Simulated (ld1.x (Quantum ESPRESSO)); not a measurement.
# Reading a pseudo-wave (bromine (Br))

Columns: radius, all-electron u(r) and pseudo u(r) of the 3d shell (level -66.65 eV) of bromine in the configuration [Ar] 3d10 4s2 4p5; revPBE, scalar-relativistic, PAW scheme, ld1.x (Quantum ESPRESSO) 7.5.

```csv
r (bohr),all-electron,pseudo
0.082,0.1606,0.0060
0.165,0.5912,0.0463
0.248,0.9819,0.1423
0.330,1.2114,0.2917
0.413,1.2943,0.4760
0.495,1.2724,0.6554
0.578,1.1889,0.7963
0.660,1.0769,0.8695
0.742,0.9548,0.8701
0.825,0.8325,0.8102
0.908,0.7179,0.7156
0.990,0.6153,0.6154
1.072,0.5243,0.5243
1.155,0.4441,0.4441
1.238,0.3750,0.3750
1.320,0.3165,0.3165
1.402,0.2665,0.2665
1.485,0.2236,0.2236
1.568,0.1873,0.1873
1.650,0.1570,0.1570
1.733,0.1311,0.1311
1.815,0.1097,0.1097
1.898,0.0915,0.0915
1.980,0.0764,0.0764
2.062,0.0638,0.0638
2.145,0.0531,0.0531
```

(1) How many radial nodes do the two functions have?

(2) At about which radius was the pseudo-wave matched?

(3) Is the pseudo-wave norm-conserving?

Results:

(1) The all-electron 3d function has n − l − 1 = 0; the pseudo-wave has 0.

(2) 1.05 bohr, where the columns begin to agree (steps of 0.08 bohr).

(3) No, it belongs to a PAW set: the norm inside the radius is not constrained, and the difference is carried by the augmentation charge.
